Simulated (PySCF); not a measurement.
# Al (aluminium, neutral) across methods

[Ne] 3s1 3p2, high-spin 4P determinant (an excited configuration). All numbers are calculated (PySCF 2.14, the spin-free X2C one-electron Hamiltonian (Gaussian nucleus), in aug-cc-pCVTZ-DK with one added diffuse shell each of s, p, d, f type (9s8p6d4f, 91 functions)).

| method | E (hartree) | mean ε 2p β (eV) | mean ε 3s α (eV) | mean ε 3p α (eV) | Σ⟨r²⟩ (bohr²) | ⟨S²⟩ |
| --- | --- | --- | --- | --- | --- | --- |
| PW91 | -242.6606 | -70.723 | -9.214 | -3.894 | 34.68 | 3.750 |
| BLYP | -242.6785 | -70.619 | -8.921 | -3.580 | 35.03 | 3.750 |
| PBE | -242.5426 | -70.589 | -9.178 | -3.873 | 34.77 | 3.750 |
| LDA | -241.6167 | -70.742 | -9.259 | -3.872 | 35.05 | 3.750 |
| UHF | -242.22503 | -88.290 | -14.237 | -7.120 | 34.81 | 3.750 |
| HSE06 | -242.5813 | -74.819 | -10.129 | -4.367 | 34.52 | 3.750 |
| BHandHLYP | -242.6741 | -79.950 | -11.653 | -5.348 | 34.57 | 3.750 |
| PBE0 | -242.5663 | -75.276 | -10.542 | -4.758 | 34.51 | 3.750 |
| r2SCAN | -242.6571 | -72.252 | -9.559 | -4.067 | 34.47 | 3.750 |
